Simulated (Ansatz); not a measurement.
`C1=C[SiH2]OC1`. The species carries charge 0 and has multiplicity 1. Geometry: relaxed with PBE0-D4/def2-TZVP.

```xyz
11

C     0.026    0.263   -1.137
C    -1.084    0.438   -0.417
Si   -0.662   -0.104    1.302
O     0.906   -0.506    0.935
C     1.224   -0.282   -0.421
H     0.113    0.490   -2.197
H    -1.998    0.827   -0.848
H    -0.724    0.955    2.345
H    -1.421   -1.278    1.811
H     1.554   -1.222   -0.882
H     2.066    0.420   -0.490
```

What is the dipole moment at B3LYP/def2-TZVPP? (An estimate is asked.)

The calculation gave: 1.79 D, with components (-0.28, 0.49, -1.70) D in this frame, pointing from negative to positive charge.

And with PBE, r2SCAN, ωB97M-V? (Best estimate.)

Ansatz gave: PBE 1.74 D, r2SCAN 1.78 D, ωB97M-V 1.82 D.

Give the Mulliken charges with B3LYP, PBE, r2SCAN in def2-TZVPP. (An estimate is asked.)

Computed: 
```
atom  B3LYP    PBE  r2SCAN
  C1  -0.14  -0.13   -0.09
  C2  -0.23  -0.18   -0.25
 Si3   0.51   0.42    0.55
  O4  -0.41  -0.34   -0.43
  C5   0.10   0.09    0.20
  H6   0.10   0.09    0.07
  H7   0.10   0.08    0.07
  H8  -0.10  -0.09   -0.10
  H9  -0.10  -0.09   -0.10
 H10   0.08   0.07    0.04
 H11   0.08   0.07    0.04
```

B3LYP here is the variant with VWN-RPA as its local correlation; programs differ in this.
